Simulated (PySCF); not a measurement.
From a log to its input

A PySCF 2.14 run on the atoms Li 0 0 0 (angstrom) printed this (some set-up lines and the per-cycle HOMO/LUMO lines with their warnings removed):

```
PySCF version 2.14.0

[INPUT] verbose = 4
[INPUT] num. atoms = 1
[INPUT] num. electrons = 1
[INPUT] charge = 2
[INPUT] spin (= nelec alpha-beta = 2S) = 1
[INPUT] symmetry False subgroup None
[INPUT] Mole.unit = angstrom

nuclear repulsion = 0
number of shells = 5
number of NR pGTOs = 26
number of NR cGTOs = 14
basis = cc-pvdz
ecp = {}

******** 1 electron system ********

converged SCF energy = -4.44932414897385  <S^2> = 0.75  2S+1 = 2
**** SCF Summaries ****
Total Energy =                          -4.449324148973846
**** MO energy ****
                             alpha | beta                alpha | beta
MO #1   energy= -4.44932414897385  | -4.44932414897385  occ= 1 | 0
MO #2   energy= -0.916896757143833 | -0.916896757143833 occ= 0 | 0
MO #3   energy= -0.833503685305911 | -0.833503685305911 occ= 0 | 0
MO #4   energy= -0.833503685305911 | -0.833503685305911 occ= 0 | 0
MO #5   energy= -0.833503685305911 | -0.833503685305911 occ= 0 | 0
MO #6   energy= -0.465072662179249 | -0.465072662179249 occ= 0 | 0
MO #7   energy= -0.465072662179249 | -0.465072662179249 occ= 0 | 0
MO #8   energy= -0.465072662179249 | -0.465072662179249 occ= 0 | 0
MO #9   energy= -0.465072662179249 | -0.465072662179249 occ= 0 | 0
MO #10  energy= -0.465072662179249 | -0.465072662179249 occ= 0 | 0
MO #11  energy= -0.373292319789412 | -0.373292319789412 occ= 0 | 0
MO #12  energy= -0.352708812523166 | -0.352708812523166 occ= 0 | 0
MO #13  energy= -0.352708812523166 | -0.352708812523166 occ= 0 | 0
MO #14  energy= -0.352708812523165 | -0.352708812523165 occ= 0 | 0

To work with the spin densities directly, `use mulliken_meta_spin()` only printing them here.

 ** Mulliken spin pop alpha/beta on meta-lowdin orthogonal AOs **
 ** Mulliken Spin Density (per AO)  **
 ** Mulliken Spin Density (per atom)  **
spin density of  0 Li =      1.00000
 ** Mulliken pop alpha/beta on meta-lowdin orthogonal AOs **
 ** Mulliken pop       alpha | beta **
pop of  0 Li 1s        0.99898 | 0.00000
pop of  0 Li 2s        0.00053 | 0.00000
pop of  0 Li 3s        0.00049 | 0.00000
pop of  0 Li 2px       0.00000 | 0.00000
pop of  0 Li 2py       0.00000 | 0.00000
pop of  0 Li 2pz       0.00000 | 0.00000
pop of  0 Li 3px       0.00000 | 0.00000
pop of  0 Li 3py       0.00000 | 0.00000
pop of  0 Li 3pz       0.00000 | 0.00000
pop of  0 Li 3dxy      0.00000 | 0.00000
pop of  0 Li 3dyz      0.00000 | 0.00000
pop of  0 Li 3dz^2     0.00000 | 0.00000
pop of  0 Li 3dxz      0.00000 | 0.00000
pop of  0 Li 3dx2-y2    0.00000 | 0.00000
In total             1.00000 | 0.00000
 ** Mulliken atomic charges   ( Nelec_alpha | Nelec_beta ) **
charge of  0Li =      2.00000  (     1.00000      0.00000 )

WARN: System has nonzero charge 2; the dipole moment is origin-dependent.
Location of origin: [0. 0. 0.]

Dipole moment(X, Y, Z, Debye): -0.00000, -0.00000,  0.00000
orbital energies (hartree): [array([-4.4493, -0.9169, -0.8335, -0.8335]), array([-4.4493, -0.9169, -0.8335])]
```

Question: Write the input that gave this log.

Answer: The input was:

```python
from pyscf import gto, scf

mol = gto.M(
    atom='Li 0 0 0',
    basis='cc-pvdz',
    charge=2,
    spin=1,
    verbose=4,
)
mf = scf.UHF(mol)
mf.kernel()
mf.analyze()
print('orbital energies (hartree):', [e[max(0, n-3):n+3].round(4) for e, n in zip(mf.mo_energy, mol.nelec)])
```

No search for the lowest solution was made.
